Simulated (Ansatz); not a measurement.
Computed with Ansatz on PBE0-D4/def2-TZVP structures; ΔE is electronic, products minus reactants. CBS: MP2 limit from def2 TZ/QZ plus the TZ coupled-cluster correction, frozen cores. DFT in def2-TZVPP. For Se outer-core shells are correlated without core-valence functions, which leaves a few kJ/mol of doubt a bond. Scalar relativity is left out up to krypton.

Reaction (cleavage of the Si–Si bond): `[SiH3][SiH]1OC1(Cl)Cl` + `[AlH2][SeH]` → `[AlH2][Se][SiH3]` + `ClC1(Cl)O[SiH2]1`

```tsv
level	ΔE (kJ/mol)
LDA (SPW92)	-40.7
CAM-B3LYP-D4	-52.1
PBE-QIDH	-58.3
PBE0	-49.5
r2SCANh	-53.9
r2SCAN0	-56.5
HF/def2-SVP	-61.8
HF/CBS(def2)	-66.6
```

Question: What does CCSD(T)/CBS give? (Best estimate.)

Answer: The calculation gave: -57.4 kJ/mol. The listed levels differ from it by 16.7, 5.3, -0.9, 7.9, 3.5, 0.9, -4.4, -9.2 kJ/mol.

Largest T1 diagnostic among the species: 0.015.

From BLYP to BHLYP (50 % exact exchange), in def2-TZVPP and without D4, ΔE moves by −12.6 kJ/mol. At CCSD(T), def2-SVP lies +8.2 kJ/mol from the extrapolated value and def2-TZVPP +3.2 kJ/mol. Leaving LDA and LC-ωPBE aside and taking each functional with its dispersion term where it has one, the values, not all of them listed here, spread over 16.4 kJ/mol, from BHLYP-D4 to PBE-D4.

CCSD(T)/CBS has its own doubt, a few kJ/mol and more with outer-core shells, so smaller differences from it don't rank the levels.
